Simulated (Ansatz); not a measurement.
Reactions of CH6GeOSe, SMILES `[CH3][GeH]([OH])[SeH]`.

Computed with Ansatz on PBE0-D4/def2-TZVP structures; ΔE is electronic, products minus reactants. CBS: MP2 limit from def2 TZ/QZ plus the TZ coupled-cluster correction, frozen cores. This one scheme is used for every species. DFT in def2-TZVPP. Open shells (•) are unrestricted, without spin–orbit coupling. def2 core potentials past Kr. For Ge, In, Se outer-core shells are correlated without core-valence functions, which leaves a few kJ/mol of doubt a bond. Scalar relativity is left out up to krypton. Each species was taken in one conformer, which may not be the lowest.

| reaction | PBE-D4 (eV) | HF/CBS(def2) (eV) | CCSD(T)/CBS(def2) (eV) |
| --- | --- | --- | --- |
| `[CH3][GeH]([OH])[SeH]` → `[CH3][GeH][SeH]`• + `[OH]`• | 4.54 | 3.21 | 4.74 |
| `[CH3][GeH]([OH])[SeH]` + HCl → `[CH3][GeH]([OH])[Cl]` + H₂Se | -0.15 | -0.33 | -0.17 |
| `[CH3][GeH]([OH])[SeH]` + `[OH][In]([Cl])[Cl]` → `C[O][In]([Cl])[Cl]` + `[OH][GeH2][SeH]` | 1.04 | 0.93 | 1.12 |
| `[CH3][GeH]([OH])[SeH]` + H₂O → CH₃OH + `[OH][GeH2][SeH]` | 0.99 | 0.83 | 1.11 |

Largest T1 diagnostic: 0.015, for `C[O][In]([Cl])[Cl]`.
